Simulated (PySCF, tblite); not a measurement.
Isomers of C7H6N4Si, one GFN2-xTB conformer each. Single-point energies are computed at PBE0/pcSseg-1 (PySCF, gas phase, no added dispersion term), electronic only.

Question: Rank them by PBE0/pcSseg-1 energy, lowest first (kJ/mol).
A. `N#Cc1cccc2nn([SiH3])nc12`
B. `N#CC1=CC2=C(C=C1[SiH3])NN=N2`

Answer: A (0.0), B (39.6).

As drawn, the higher has an N–H bond and an Si–C bond, which the lower lacks. GFN2-xTB itself gives, in the same order: 0.0, 91.3. Both levels put the same isomer lowest.

Q: Which frontier levels, dipoles and rotational constants go with these structures?

A: 
| SMILES | HOMO (eV, PBE0/pcSseg-1) | LUMO (eV) | dipole (D) | A, B, C (MHz) |
| --- | --- | --- | --- | --- |
| N#Cc1cccc2nn([SiH3])nc12 | -7.28 | -2.45 | 4.69 | 1421, 625.4, 436.5 |
| N#Cc1cc2nn[nH]c2cc1[SiH3] | -7.77 | -2.08 | 5.54 | 1758, 573.3, 434.5 |

Q: What happens when harmonic zero-point energies from GFN2-xTB frequencies are added?

A: 
| SMILES | ZPE (kJ/mol) | electronic (kJ/mol) | with ZPE (kJ/mol) |
| --- | --- | --- | --- |
| N#Cc1cccc2nn([SiH3])nc12 | 302.6 | 0.0 | 0.0 |
| N#Cc1cc2nn[nH]c2cc1[SiH3] | 302.2 | 39.6 | 39.1 |

The zero-point energies span 0.4 kJ/mol. The order is unchanged.
